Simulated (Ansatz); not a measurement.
Species: CH5GeO, charge 0, doublet. CH5GeO (SMILES O[CH][GeH3], doublet).
B3LYP-D3(BJ)/def2-TZVP minimum from Ansatz (an electronic-structure program):
```
Ge
H 1 1.5366
H 1 1.5452 2 110.49
H 1 1.5470 2 108.54 3 -117.66
C 1 1.9317 2 109.68 4 -124.79
O 5 1.3674 1 123.41 2 -151.52
H 6 0.9648 5 110.42 1 14.55
H 5 1.0822 6 111.31 7 -177.28
```
Charge 0, spin multiplicity 2.

Atomisation energy term by term, kcal/mol (programs: Ansatz). Radicals and triplets start from unrestricted determinants; spin-orbit coupling is neglected. Correlated methods leave the cores frozen (noble-gas shells, and filled d and f shells in the p block). No relativity. CBS(X,Y): correlation extrapolated as X^-3, Hartree-Fock from the larger set. A bracket is a step between two methods taken in the basis named. Where a partner has so few electrons that a lower coupled-cluster level is exact, that level stands in.

```tsv
term	basis	kcal/mol
Hartree-Fock	cc-pVQZ	417.53
CCSD correlation	CBS(cc-pVTZ,cc-pVQZ)	161.53
(T)	CBS(cc-pVTZ,cc-pVQZ)	9.05
CCSDT(Q) - CCSD(T)	cc-pVDZ	0.75
sum: De		588.9
```
